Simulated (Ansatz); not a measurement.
Gas-phase electronic energies from Ansatz, PBE0-D4/def2-TZVP geometries. CBS: MP2 limit from def2 TZ/QZ plus the TZ coupled-cluster correction, frozen cores. This one scheme is used for every species. Functionals use def2-TZVPP. B3LYP here is the variant with VWN-RPA as its local correlation; programs differ in this. One conformer a species, not always the lowest.

Reaction (cleavage of the B–B bond): `FBB[SiH3]` + CH₃SH → `CSB[SiH3]` + `BF`

`FBB[SiH3]`:

Cartesian coordinates in Å:
```
F 1.712 -1.637 1.317
B 1.129 -1.393 0.149
B 0.673 0.117 -0.375
Si -1.122 0.932 0.032
H 0.899 -2.359 -0.543
H 1.393 0.775 -1.072
H -1.729 1.575 -1.166
H -2.114 -0.008 0.618
H -0.840 1.997 1.040
```

CH₃SH:

Z-matrix (Å, degrees):
```
C
S 1 1.806
H 1 1.089 2 111.5
H 1 1.089 2 111.5 3 -123.8
H 1 1.090 2 106.2 3 118.1
H 2 1.342 1 97.1 3 61.9
```

`CSB[SiH3]`:

Z-matrix (Å, degrees):
```
C
S 1 1.810
H 1 1.090 2 108.9
H 1 1.090 2 108.9 3 -118.8
H 1 1.088 2 109.9 3 120.6
B 2 1.746 1 106.9 3 -120.5
Si 6 2.008 2 118.0 1 -180.0
H 6 1.196 2 119.5 1 -0.0
H 7 1.489 6 112.9 2 -0.1
H 7 1.491 6 110.0 2 -121.0
H 7 1.491 6 110.0 2 120.9
```

`BF`:

```xyz
4

B    -0.013    0.039    0.028
F     0.324   -1.000   -0.707
H     0.235    0.000    1.199
H    -0.546    0.961   -0.519
```

| level | ΔE (eV) |
| --- | --- |
| B3LYP | -1.27 |
| SCS-MP2/def2-QZVPP | -1.41 |

Task: What does CCSD(T)/CBS give? (Estimate.)

Result: Ansatz gave: -1.37 eV. The listed levels differ from it by 0.10, -0.04 eV.

Largest T1 diagnostic among the species: 0.015.

In def2-TZVPP, CCSD(T) changes the Hartree–Fock value by −0.19 eV (the triples alone add −0.06 eV) and MP2 by −0.31 eV. Leaving LDA and LC-ωPBE aside and taking each functional with its dispersion term where it has one, the values, not all of them listed here, spread over 0.11 eV, from PBE-QIDH to B97M-V. LDA lies −0.07 eV from PBE without D4. At CCSD(T), def2-SVP lies −0.09 eV from the extrapolated value and def2-TZVPP −0.01 eV.
